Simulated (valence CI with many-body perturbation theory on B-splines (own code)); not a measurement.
## La XXVI: what the settings do

Calculated by valence CI with perturbative core correlation (CI+MBPT): four valence electrons over a frozen Dirac-Fock core [Ar] 3d10, radial functions for each j: 6 s, 6 p, 5 d, 3 f, 1 g, with the one-electron correlation potential Σ1 (screened to all orders), the two-electron term Σ2, the three-electron term Σ3, Breit, model QED; selected single and double excitations, second order for the rest, scaled by the run's own slope (own B-spline code, finite nucleus).

No measured levels were compared; by estimate levels hold to about 250 cm⁻¹ or 0.2 % of their energy and the worst to 1 %, as in measured heavy ions of charge 2 to 7; those with d or f electrons hold less well.

The reference run has the lowest level (4s^2 4p1/2^2) J=0 and an ionisation energy of 866.954 eV. Its largest variational space holds 9996 state functions.

Levels are named by their leading jj configuration (3d3/2^4 stands for four electrons in 3d with j = 3/2), which in mixed levels can hold well under half, so a name can repeat and another be missing. Letters in brackets count levels of one name in rising energy.

Changed runs:
A. correlating orbitals by l 3 3 3 2 1 → 3 2 5 0 0
B. Davidson tolerance 2e-05 → 0.0003
C. highest l with Σ1, explicit Σ2 and valence Breit (higher l get mean screening factors) 3 → 0
D. start configuration 4s2 4p2 → 4s4 (bad on purpose)

Excitation energies of the reference run in cm⁻¹, and shifts in cm⁻¹:

```csv
Level,Reference,A,B,C
(4s^2 4p1/2 4p3/2) J=1,160241,-225,0,-1340
(4s^2 4p1/2 4p3/2) J=2,182502,+106,0,-858
(4s^2 4p3/2^2) J=2,359634,+16,0,-2000
(4s^2 4p3/2^2) J=0,411130,+472,0,-1048
(4s 4p1/2^2 4p3/2) J=2,606610,-448,0,-2926
(4s 4p1/2^2 4p3/2) J=1,685766,+138,0,+289
(4s 4p1/2 4p3/2^2) J=2 [a],760165,-394,0,-3674
(4s 4p1/2 4p3/2^2) J=3,800833,-132,0,-2700
(4s 4p1/2 4p3/2^2) J=0,846560,+199,0,-1625
(4s 4p1/2 4p3/2^2) J=2 [b],864864,+6.0,0,-434
(4s 4p1/2 4p3/2^2) J=1 [a],865838,+131,0,-309
(4s 4p1/2 4p3/2^2) J=1 [b],911049,+479,0,+6146
Ionisation energy (eV),866.954,-0.094,0,+3.654
```

No effect on these energies: B.

Run D: It gave no result: a shell was given more electrons than it holds. The program said: "a valence shell holds more than 4l+2 electrons".
